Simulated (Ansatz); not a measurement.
Cost and result for the atomization energy of GaH₄NSe (`[NH2][GaH][SeH]`) (7 atoms, 6 bonds).

The species carries charge 0 and has multiplicity 1. Correlated methods include outer-core shells of Ga, Se, which these sets cover unevenly. Scalar relativity is left out up to krypton. All single points use the PBE0-D4/def2-TZVP geometry. It is one conformer, not always the lowest. Program: Ansatz. All runs use 2 threads of an Arm Neoverse V2 on a shared host. Times are those of one run each, without the atoms' runs, and a repeat can differ threefold. Electronic energies, without spin–orbit coupling; frozen cores. CCSD(T)/CBS adds CCSD(T) − MP2 in def2-TZVPP to the MP2 limit, and its time is that of the two runs behind it. T1 = 0.012. With those shells the extrapolation isn't a true limit. B3LYP takes the VWN-RPA correlation (the form of Gaussian; ORCA's B3LYP/G). HSE06 is the plane-wave form, built on full-range PBE exchange.

CCSD(T)/CBS is a level of theory with its own doubt, some kJ/mol a heavy atom from the limit and from the frozen cores, so smaller differences don't rank the functionals.

```json
{"level": "revPBE-D4/def2-TZVPP", "functions": "183", "wall time": "2.1 s", "atomization (kcal/mol)": "462.5", "difference from CCSD(T)/CBS": "-13.7", "per bond": "-2.3"}
{"level": "BLYP-D4/def2-TZVPP", "functions": "183", "wall time": "2.1 s", "atomization (kcal/mol)": "468.0", "difference from CCSD(T)/CBS": "-8.2", "per bond": "-1.4"}
{"level": "HSE06-D4/def2-TZVPP", "functions": "183", "wall time": "3.9 s", "atomization (kcal/mol)": "467.6", "difference from CCSD(T)/CBS": "-8.6", "per bond": "-1.4"}
{"level": "CAM-B3LYP-D4/def2-TZVPP", "functions": "183", "wall time": "4.1 s", "atomization (kcal/mol)": "471.9", "difference from CCSD(T)/CBS": "-4.3", "per bond": "-0.7"}
{"level": "B3LYP-D4/def2-TZVPP (with forces)", "functions": "183", "wall time": "4.4 s", "atomization (kcal/mol)": "469.3", "difference from CCSD(T)/CBS": "-6.9", "per bond": "-1.2"}
{"level": "r2SCAN-D4/def2-TZVPP (with forces)", "functions": "183", "wall time": "5.5 s", "atomization (kcal/mol)": "471.9", "difference from CCSD(T)/CBS": "-4.3", "per bond": "-0.7"}
{"level": "B2PLYP/def2-TZVPP", "functions": "183", "wall time": "6 s", "atomization (kcal/mol)": "464.9", "difference from CCSD(T)/CBS": "-11.3", "per bond": "-1.9"}
{"level": "CCSD(T)/def2-SVP", "functions": "98", "wall time": "6.5 s", "atomization (kcal/mol)": "435.7", "difference from CCSD(T)/CBS": "-40.5", "per bond": "-6.8"}
{"level": "B97M-V/def2-TZVPP", "functions": "183", "wall time": "9.5 s", "atomization (kcal/mol)": "471.3", "difference from CCSD(T)/CBS": "-4.9", "per bond": "-0.8"}
{"level": "ωB97M-V/def2-TZVPP (with forces)", "functions": "183", "wall time": "13 s", "atomization (kcal/mol)": "469.6", "difference from CCSD(T)/CBS": "-6.6", "per bond": "-1.1"}
{"level": "MP2/def2-QZVPP", "functions": "355", "wall time": "21 s", "atomization (kcal/mol)": "473.2", "difference from CCSD(T)/CBS": "-3.0", "per bond": "-0.5"}
{"level": "CCSD(T)/def2-TZVPP", "functions": "183", "wall time": "93 s", "atomization (kcal/mol)": "461.9", "difference from CCSD(T)/CBS": "-14.3", "per bond": "-2.4"}
{"level": "CCSD(T)/CBS(def2)", "functions": "–", "wall time": "110 s", "atomization (kcal/mol)": "476.2", "difference from CCSD(T)/CBS": "0.0", "per bond": "0.0"}
```

The D4 term adds +5.4 kcal/mol with B3LYP and +2.8 kcal/mol with PBE0; it sums over pairs of atoms, weighted by their polarisabilities, and B3LYP, whose exchange is more repulsive, gets the larger term. At CCSD(T), def2-SVP lies −40.5 kcal/mol from the extrapolated value and def2-TZVPP −14.3 kcal/mol: correlation converges slowly with the basis, and small sets miss more of it in the bonded molecule than in its fragments. In def2-TZVPP, CCSD(T) changes the Hartree–Fock value by +145.2 kcal/mol (the triples alone add +7.9 kcal/mol) and MP2 by +148.1 kcal/mol; breaking electron pairs costs correlation energy, which Hartree–Fock lacks.
